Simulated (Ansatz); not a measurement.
`[CH3][Al]([NH2])[Cl]` + HBr → `[CH3][Al]([NH2])[Br]` + HCl at 600 K and 1 bar (ligand exchange at the Al–Cl bond).

Computed with Ansatz on PBE0-D4/def2-TZVP structures; ΔE is electronic, products minus reactants. CCSD(T)/CBS adds triple-zeta CCSD(T) − MP2 to the extrapolated MP2 energy (def2 sets, frozen cores). This one scheme is used for every species. For Br outer-core shells are correlated without core-valence functions, which leaves a few kJ/mol of doubt a bond. Scalar relativity is left out up to krypton. One conformer a species, not always the lowest.

| species | CCSD(T)/CBS energy (Eh) | H − E (kJ/mol) | S (J/(mol·K)) |
| --- | --- | --- | --- |
| `[CH3][Al]([NH2])[Cl]` | -797.68797 | 222.9 | 427.1 |
| HBr | -2573.91920 | 33.5 | 219.1 |
| `[CH3][Al]([NH2])[Br]` | -2911.22635 | 222.6 | 439.8 |
| HCl | -460.38127 | 35.4 | 207.2 |

H − E and S are ideal-gas, rigid-rotor, harmonic terms from PBE0-D4/def2-TZVP, for one conformer and one mirror image of each species. 1 Eh = 2625.50 kJ/mol, R = 8.31446 J/(mol·K).

Task: By hand: ΔE, ΔH, ΔS and ΔG.

Result: ΔE = (-2911.22635) + (-460.38127) − (-797.68797) − (-2573.91920) = -0.00045 Eh = -1.2 kJ/mol. Δ(H − E) = 222.6 + 35.4 − 222.9 − 33.5 = 1.6, so ΔH = 0.4 kJ/mol. ΔS = 439.8 + 207.2 − 427.1 − 219.1 = 0.8 J/(mol·K). ΔG = 0.4 − 600 × (0.8)/1000 = -0.1 kJ/mol.

Task: By hand: the equilibrium constant, and the temperature at which ΔG would vanish if ΔH and ΔS stayed fixed.

Result: log₁₀ K = −ΔG/(RT ln 10) = 0.0. ΔG = 0 at ΔH/ΔS = 500 K, though so small a ΔH makes that figure unsure.

TΔS isn't small against ΔH here. The sign of ΔG lies within the doubt. A doubt of 5 kJ/mol in ΔE shifts log₁₀ K by 0.4 here. Other conformers and mirror images would add mixing entropy, several J/(mol·K) or more a flexible species. Modes under 60 cm⁻¹, often nearly free rotors, make the harmonic entropy too high. These are equilibria of isolated gas molecules and say nothing of rates. Largest T1 diagnostic: 0.009 (customary marks: 0.02 for closed shells, 0.045 for open ones).
